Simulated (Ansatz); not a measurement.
CH5GeNO2 can be A, `[NH2][Ge]1([OH])[CH2][O]1`, or B, `N[C](=O)[GeH2][OH]`.

Isolated molecules relaxed with PBE0-D4/def2-TZVP in Ansatz; ΔE leaves out vibrations. CBS: MP2 limit from def2 TZ/QZ plus the TZ coupled-cluster correction, frozen cores. Functionals use def2-TZVPP. B3LYP here is the variant with VWN-RPA as its local correlation; programs differ in this. For Ge outer-core shells are correlated without core-valence functions, which leaves a few kJ/mol of doubt a bond. Scalar relativity is left out up to krypton. One conformer a species, not always the lowest.

Q: Which is lower in electronic energy at CCSD(T)/CBS, and by how much? (Estimate.)

A: The calculation gave: B, by 12.7 kcal/mol.

Q: Give E(B) − E(A) in kcal/mol with r2SCAN-D4, ωB97M-V, BLYP-D4, PBE0-D4, PBE-D4, B3LYP, LDA (SPW92). (Best estimate.)

A: Ansatz gave: r2SCAN-D4 -17.9, ωB97M-V -17.0, BLYP-D4 -21.2, PBE0-D4 -17.9, PBE-D4 -19.1, B3LYP -20.2, LDA (SPW92) -19.9. None reverses the order clearly.

Q: Does the order hold for the free energy at 298.15 K (harmonic terms from PBE0-D4)? (Estimate.)

A: The calculation gave: Yes: G(B) − G(A) = -15.5 kcal/mol, for one conformer each. Modes under 60 cm⁻¹, often nearly free rotors, make the harmonic entropy too high.

Largest T1 diagnostic: 0.015.

At CCSD(T), def2-SVP lies −11.7 kcal/mol from the extrapolated value and def2-TZVPP −1.5 kcal/mol. From r2SCAN to r2SCAN0 (25 % exact exchange), in def2-TZVPP and without D4, E(B) − E(A) moves by +0.8 kcal/mol.
